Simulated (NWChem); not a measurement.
System: GaSiH₅O; SMILES [GaH2][O][SiH3]

Input file for NWChem:

```
start job
memory heap 200 mb stack 900 mb global 1100 mb
geometry units angstroms noautoz
  Ga     0.049923    -1.215301    -0.016596
  H     -1.479317    -1.451373    -0.243396
  H      1.209796    -2.244299     0.139646
  O      0.576536     0.488550     0.082133
  Si     0.037347     2.049184     0.024982
  H      0.349999     2.746636     1.309803
  H     -1.444989     2.111187    -0.195314
  H      0.708512     2.782428    -1.091584
end
basis spherical
  * library 6-31g*
end
dft
  xc becke88 lyp
  iterations 150
  grid coarse
end
task dft gradient
```

NWChem printed, in part:

```
             Northwest Computational Chemistry Package (NWChem) 7.3.0
             --------------------------------------------------------

 C1  symmetry detected

                             Geometry "geometry" -> ""
                             -------------------------

 Output coordinates in angstroms (scale by  1.889725989 to convert to a.u.)

  No.       Tag          Charge          X              Y              Z
 ---- ---------------- ---------- -------------- -------------- --------------
    1 Ga                  31.0000    -0.03722670    -1.19664396     0.00003286
    2 H                    1.0000    -1.57910991    -1.45805867    -0.00127705
    3 H                    1.0000     1.14976638    -2.20639625     0.00128366
    4 O                    8.0000     0.47011340     0.51589296    -0.00041929
    5 Si                  14.0000    -0.09719515     2.06757922     0.00010068
    6 H                    1.0000     0.38530514     2.78908693     1.21730060
    7 H                    1.0000    -1.59661763     2.10494572    -0.00543709
    8 H                    1.0000     0.39450853     2.79313246    -1.21094385

 Effective nuclear repulsion energy (a.u.)     240.9029182210

                                 NWChem DFT Module
                                 -----------------

 Summary of "ao basis" -> "ao basis" (spherical)
 ------------------------------------------------------------------------------
       Tag                 Description            Shells   Functions and Types
 ---------------- ------------------------------  ------  ---------------------
 Ga                          6-31g*                 12       32   5s4p3d
 H                           6-31g*                  2        2   2s
 O                           6-31g*                  6       14   3s2p1d
 Si                          6-31g*                  8       18   4s3p1d

            General Information
            -------------------
          SCF calculation type: DFT
          Wavefunction type:  closed shell.
          No. of atoms     :     8
          No. of electrons :    58
           Alpha electrons :    29
            Beta electrons :    29
          Charge           :     0
          Spin multiplicity:     1
          Use of symmetry is: off; symmetry adaption is: off
          Maximum number of iterations: 150
          AO basis - number of functions:    74
                     number of shells:    36
          Convergence on energy requested:  1.00D-06
          Convergence on density requested:  1.00D-05
          Convergence on gradient requested:  5.00D-04

              XC Information
              --------------
                    Becke 1988 Exchange Functional  1.000
              Lee-Yang-Parr Correlation Functional  1.000

             Grid Information
             ----------------
          Grid used for XC integration:  coarse
          Radial quadrature: Mura-Knowles
          Angular quadrature: Lebedev.
          Tag              B.-S. Rad. Rad. Pts. Rad. Cut. Ang. Pts.
          ---              ---------- --------- --------- ---------
          Ga                  1.30       95          11.0       302
          H                   0.35       35          12.0       302
          O                   0.60       35           8.0       302
          Si                  1.10       70          12.0       302
          Grid pruning is: on
          Number of quadrature shells:   375
          Spatial weights used:  Erf1

      Superposition of Atomic Density Guess
      -------------------------------------

 Sum of atomic energies:       -2289.00822076

      Non-variational initial energy
      ------------------------------

 Total energy =   -2289.682430
 1-e energy   =   -3670.014060
 2-e energy   =    1139.428712
 HOMO         =      -0.352121
 LUMO         =      -0.001146

   convergence    iter        energy       DeltaE   RMS-Dens  Diis-err
 ---------------- ----- ----------------- --------- --------- ---------
 d= 0,ls=0.0,diis     1  -2292.2518701496 -2.53D+03  3.05D-02  7.58D-01
 d= 0,ls=0.0,diis     2  -2291.3748184572  8.77D-01  2.29D-02  8.27D+00
 d= 0,ls=0.0,diis     3  -2292.3439169472 -9.69D-01  3.02D-03  6.15D-02
 d= 0,ls=0.0,diis     4  -2292.3473981622 -3.48D-03  1.06D-03  3.77D-02
 d= 0,ls=0.0,diis     5  -2292.3494041829 -2.01D-03  3.64D-04  8.77D-04
  Resetting Diis
 d= 0,ls=0.0,diis     6  -2292.3494952540 -9.11D-05  6.71D-05  2.87D-05
 d= 0,ls=0.0,diis     7  -2292.3494988825 -3.63D-06  4.42D-05  1.62D-06
 d= 0,ls=0.0,diis     8  -2292.3494979562  9.26D-07  2.55D-05  1.07D-05
 d= 0,ls=0.0,diis     9  -2292.3494991197 -1.16D-06  5.86D-06  1.73D-07
 d= 0,ls=0.0,diis    10  -2292.3494991444 -2.47D-08  7.33D-07  1.60D-08

         Total DFT energy =    -2292.349499144365
      One electron energy =    -3670.359905215098
           Coulomb energy =     1243.532431181671
    Exchange-Corr. energy =     -106.424943331959
 Nuclear repulsion energy =      240.902918221021

 Numeric. integr. density =       58.000216477100

                       DFT Final Molecular Orbital Analysis
                       ------------------------------------

 Vector   27  Occ=2.000000D+00  E=-2.827120D-01
              MO Center= -1.5D-01, -2.6D-01, -1.6D-03, r^2= 6.2D+00
   Bfn.  Coefficient  Atom+Function         Bfn.  Coefficient  Atom+Function
  ----- ------------  ---------------      ----- ------------  ---------------
    11      0.331793  1 Ga px                35      0.219916  3 H  s
    57     -0.204239  5 Si px                36      0.190842  3 H  s
    33     -0.179167  2 H  s                 72      0.175968  7 H  s
    71      0.166463  7 H  s                 12     -0.157471  1 Ga py
    34     -0.147613  2 H  s                  7     -0.127154  1 Ga px

 Vector   28  Occ=2.000000D+00  E=-2.539510D-01
              MO Center=  3.6D-01,  1.4D+00,  2.2D-03, r^2= 2.8D+00
   Bfn.  Coefficient  Atom+Function         Bfn.  Coefficient  Atom+Function
  ----- ------------  ---------------      ----- ------------  ---------------
    41      0.468188  4 O  pz                45      0.348757  4 O  pz
    70     -0.257801  6 H  s                 74      0.256988  8 H  s
    59     -0.192131  5 Si pz                69     -0.180783  6 H  s
    73      0.180189  8 H  s                 13      0.166972  1 Ga pz
    65     -0.093962  5 Si d -1              55      0.079576  5 Si pz

 Vector   29  Occ=2.000000D+00  E=-2.428703D-01
              MO Center= -1.2D-01,  4.6D-01, -1.4D-03, r^2= 3.6D+00
   Bfn.  Coefficient  Atom+Function         Bfn.  Coefficient  Atom+Function
  ----- ------------  ---------------      ----- ------------  ---------------
    39      0.477148  4 O  px                43      0.351481  4 O  px
    72      0.263246  7 H  s                 34      0.185547  2 H  s
    71      0.168615  7 H  s                 33      0.150377  2 H  s
    11     -0.141616  1 Ga px                57     -0.132244  5 Si px
    36     -0.129159  3 H  s                 74     -0.110282  8 H  s

 Vector   30  Occ=0.000000D+00  E=-7.763179D-02
              MO Center= -3.2D-02, -1.2D+00,  6.0D-04, r^2= 3.7D+00
   Bfn.  Coefficient  Atom+Function         Bfn.  Coefficient  Atom+Function
  ----- ------------  ---------------      ----- ------------  ---------------
    13      0.705097  1 Ga pz                17      0.417587  1 Ga pz
     9     -0.214766  1 Ga pz                41     -0.209350  4 O  pz
    45     -0.191092  4 O  pz                63     -0.104994  5 Si pz
    70      0.086384  6 H  s                 74     -0.085778  8 H  s
     5      0.063877  1 Ga pz                29     -0.044524  1 Ga d -1

 Vector   31  Occ=0.000000D+00  E=-2.380206D-02
              MO Center=  3.4D-02, -4.3D-02, -3.5D-04, r^2= 6.2D+00
   Bfn.  Coefficient  Atom+Function         Bfn.  Coefficient  Atom+Function
  ----- ------------  ---------------      ----- ------------  ---------------
    42      0.594406  4 O  s                 10      0.579124  1 Ga s
    16     -0.469121  1 Ga py                34      0.363936  2 H  s
    62      0.347929  5 Si py                14     -0.314421  1 Ga s
    36      0.303440  3 H  s                 58      0.242813  5 Si py
    61     -0.204626  5 Si px                60      0.189483  5 Si s

 Vector   32  Occ=0.000000D+00  E= 2.358699D-02
              MO Center= -2.2D-01, -9.6D-01,  1.4D-04, r^2= 5.9D+00
   Bfn.  Coefficient  Atom+Function         Bfn.  Coefficient  Atom+Function
  ----- ------------  ---------------      ----- ------------  ---------------
    10      1.054086  1 Ga s                 36      0.728755  3 H  s
    34      0.696559  2 H  s                 62     -0.446851  5 Si py
    16      0.384841  1 Ga py                12      0.325529  1 Ga py
    74      0.239269  8 H  s                 70      0.237944  6 H  s
    42     -0.220394  4 O  s                 60     -0.199633  5 Si s

     Multipole analysis of the density
     ---------------------------------

[...]

                         DFT ENERGY GRADIENTS

    atom               coordinates                        gradient
                 x          y          z           x          y          z
   1 Ga     -0.070348  -2.261329   0.000062    0.005025   0.011525   0.000007
   2 H      -2.984085  -2.755331  -0.002413    0.003500   0.000549   0.000000
   3 H       2.172743  -4.169484   0.002426   -0.002678   0.001796  -0.000004
   4 O       0.888386   0.974896  -0.000792   -0.010942  -0.006855  -0.000001
   5 Si     -0.183672   3.907158   0.000190    0.004826  -0.004130  -0.000009
   6 H       0.728121   5.270610   2.300365   -0.000494  -0.000855  -0.000908
   7 H      -3.017170   3.977771  -0.010275    0.001263  -0.001176   0.000005
   8 H       0.745513   5.278255  -2.288352   -0.000502  -0.000854   0.000911
```

Level: BLYP/6-31G* (spherical d). The geometry was optimised at PBE0/def2-SVP.
